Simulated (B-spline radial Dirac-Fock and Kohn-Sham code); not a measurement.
**How the levels of europium move as electrons are removed**

The computed values come from a radial B-spline solver: Dirac-Fock ΔSCF + Breit + QED. Each ion is free and in its tabulated ground configuration. No correlation.

Reference: Eu, [Xe] 4f7 6s2, with L1 8061.3 eV, M2 1620.4 eV, N2 301.5 eV, N3 272.4 eV, O1 52.67 eV, Kα1 (K-L3) 41540.1 eV, Kβ1 (K-M3) 47033.2 eV, Lα1 (L3-M5) 5844.5 eV. Shifts from it, in eV (a dash: the subshell is empty, belongs to an open shell averaged over j, or its hole state is left out as unreliable):

```
 ion  configuration     L1     M2     N2     N3     O1    Kα1    Kβ1    Lα1
 Eu⁺   [Xe] 4f7 6s1   +6.8   +6.8   +6.7   +6.8      –  +0.01  +0.04  +0.02
Eu²⁺       [Xe] 4f7  +14.6  +14.6  +14.6  +14.6  +14.2  +0.06  +0.13  +0.06
Eu³⁺       [Xe] 4f6  +35.4  +36.4  +35.3  +35.1  +29.9  -0.74  -1.81  -0.91
Eu⁴⁺       [Xe] 4f5      ?      ?      ?      ?      ?      ?      ?      ?
```

Task: Give the missing shifts for Eu⁴⁺.

Result: L1 +58.8, M2 +60.9, N2 +58.2, N3 +57.8, O1 +46.9, Kα1 -1.67, Kβ1 -4.02, Lα1 -1.99 (eV).

Over this range L1 (2s) moves by +58.8 eV and Kα1 by -1.7 eV: a line is a difference of two levels that shift in the same direction.
